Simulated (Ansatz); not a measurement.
C2H7BOS. Total charge 0; spin multiplicity 1. The bonds changed during the relaxation, so this is another structure than the one it started from.

```xyz
12

C    -0.542    1.376    0.423
B    -0.541   -0.209    0.353
C     0.777   -0.951    0.012
O     1.973   -0.352   -0.180
S    -0.418   -0.879   -1.599
H    -1.524    1.790    0.184
H     0.173    1.876   -0.243
H    -0.307    1.695    1.445
H    -1.394   -0.842    0.908
H     0.917   -2.015    0.178
H     1.860    0.598   -0.058
H    -0.974   -2.087   -1.422
```

Give the diagnostics of a CCSD(T)/def2-TZVPP run (frozen core, the Gaussian-basis code of Ansatz). (Estimate.)

Ansatz gave: T1 = 0.0127, largest single amplitude 0.019, largest double 0.022, (T) share of the correlation energy 4.2 %, 10 CCSD cycles. The RHF solution is stable towards an unrestricted one. T1 lies under the customary mark of 0.02 for closed shells.
